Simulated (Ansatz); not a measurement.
Computed with Ansatz on PBE0-D4/def2-TZVP structures; ΔE is electronic, products minus reactants. CBS: MP2 limit from def2 TZ/QZ plus the TZ coupled-cluster correction, frozen cores. Each species was taken in one conformer, which may not be the lowest.

`O=CC([SiH3])[SiH3]` → `O/C=C/[SiH2][SiH3]`  (isomerisation)

```csv
species,SCS-MP2/def2-QZVPP energy (Eh)
`O=CC([SiH3])[SiH3]`,-734.10935
`O/C=C/[SiH2][SiH3]`,-734.09181
```

Work out ΔE.

ΔE = (-734.09181) − (-734.10935) = 0.01754 Eh = +11.0 kcal/mol. CCSD(T)/CBS gives +8.3 kcal/mol.

Largest T1 diagnostic among the species: 0.014.

The D4 term adds +1.7 kcal/mol with B3LYP and +0.9 kcal/mol with PBE0; it sums over pairs of atoms, weighted by their polarisabilities, and B3LYP, whose exchange is more repulsive, gets the larger term. From PBE to PBE0 (25 % exact exchange), in def2-TZVPP and without D4, ΔE moves by +0.8 kcal/mol.

B3LYP here is the variant with VWN-RPA as its local correlation; programs differ in this.
